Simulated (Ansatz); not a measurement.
Cartesian coordinates in Å:
```
O 1.558 1.154 -0.024
W 0.058 0.022 0.107
O -0.710 0.684 1.661
O -0.894 1.254 -0.924
O 0.357 -1.031 -1.412
F 1.275 -1.055 1.072
Cl -1.641 -1.663 0.453
H 2.374 0.854 0.389
H -1.447 0.289 2.135
H -0.828 1.352 -1.877
H -0.102 -1.859 -1.580
```

Charge 0, multiplicity 1. W takes the def2 core potential.

Task: List the PBE/def2-TZVPP orbital energies in eV (Ansatz 0.2.0). (Estimate.)

Result: The calculation gave: Occupied: -2738.15, -659.46, -511.38, -511.31, -511.19, -511.18, -248.73, -189.38, -189.29, -189.27, -80.70, -45.04, -45.00, -44.85, -28.53, -25.72, -25.32, -25.21, -24.99, -19.39, -14.37, -13.78, -13.31, -12.52, -11.36, -11.04, -10.63, -10.48, -9.87, -9.25, -9.09, -9.00, -8.59, -8.45, -8.07, -7.86, -7.24, -7.03. Lowest empty: -3.73, -3.42, -3.19, -0.62, -0.28, 0.26, 0.99, 1.12.
